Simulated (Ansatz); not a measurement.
Calculated with Ansatz (gas phase, PBE0-D4/def2-TZVP geometries, no zero-point term in ΔE). CCSD(T)/CBS is the MP2 limit (def2-TZVPP, def2-QZVPP) plus CCSD(T) − MP2 in def2-TZVPP, frozen cores. This one scheme is used for every species. Functionals use def2-TZVPP. B3LYP here is the variant with VWN-RPA as its local correlation; programs differ in this. For Ge outer-core shells are correlated without core-valence functions, which leaves a few kJ/mol of doubt a bond. Scalar relativity is left out up to krypton. One conformer a species, not always the lowest.

Consider the germylene formation by 1,1-elimination: `[OH][Ge]([Cl])([Cl])[Cl]` → Cl₂ + `[OH][Ge][Cl]`.

| level | ΔE (eV) | difference from CCSD(T)/CBS |
| --- | --- | --- |
| LDA (SPW92) | 3.54 | 0.00 |
| r2SCAN-D4 | 3.70 | 0.16 |
| PBE0-D4 | 3.62 | 0.08 |
| r2SCANh-D4 | 3.77 | 0.23 |
| BHLYP-D4 | 3.69 | 0.15 |
| B3LYP | 3.10 | -0.44 |
| LC-ωPBE | 3.74 | 0.20 |
| MP2/def2-SVP | 4.18 | 0.64 |
| HF/def2-TZVPP | 3.79 | 0.25 |
| HF/def2-QZVPP | 3.74 | 0.20 |
| CCSD(T)/CBS | 3.54 | 0 |

Largest T1 diagnostic among the species: 0.014.

Leaving LDA and LC-ωPBE aside and taking each functional with its dispersion term where it has one, the values, not all of them listed here, spread over 0.97 eV, from BLYP-D4 to PBE-QIDH. LDA lies +0.39 eV from PBE without D4. At CCSD(T), def2-SVP lies +0.31 eV from the extrapolated value and def2-TZVPP +0.22 eV.
